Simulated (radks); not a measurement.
Problem. All-electron atom: Au2+ in [Xe] 4f14 5d9. Calculated with a radial shooting solver on a logarithmic mesh with Libxc functionals: scalar-relativistic Kohn-Sham, BLYP, spin-polarised, spherical densities, finite nucleus; open shells are filled with parallel spins first (spin-orbit coupling, left out, can overturn this in heavy ions); Fermi nuclear charge, rms radius 5.4371 fm. Some entries of the table are withheld. Estimate them.

orbital,occ.,eigenvalue (hartree),<1/r> (bohr^-1),<r^2> (bohr^2)
1s down,1,-2968.278,95.70,0.0003933
1s up,1,-2968.278,95.70,0.0003933
2s up,1,-524.4212,22.45,0.005996
2s down,1,-524.4185,22.45,0.005996
2p up,3,-453.6452,19.97,0.005046
2p down,3,-453.6430,19.97,0.005046
3s up,1,-124.3792,8.321,0.03867
3s down,1,-124.3781,8.321,0.03867
3p up,3,-103.8403,7.593,0.03974
3p down,3,-103.8391,7.593,0.03974
3d up,5,-81.85371,7.146,0.03292
3d down,5,-81.85171,7.146,0.03292
4s up,1,-27.60930,3.567,0.1870
4s down,1,-27.60655,3.567,0.1870
4p up,3,-20.87150,3.221,0.2136
4p down,3,-20.86893,3.221,0.2136
4d up,5,-12.77070,2.886,0.2428
4d down,5,-12.76775,2.886,0.2428
5s up,1,-4.78258,1.462,0.9621
5s down,1,-4.76456,1.464,0.9602
4f up,7,-3.77782,2.462,0.3017
4f down,7,-3.77366,2.463,0.3011
5p up,3,-2.99437,1.241,1.291
5p down,3,-2.97240,1.243,1.289
5d up,5,-1.01167,(1),2.632
5d down,4,-0.98836,(2),2.658

Solution. 
(1) 5d up <1/r> (bohr^-1): 0.8730
(2) 5d down <1/r> (bohr^-1): 0.8708
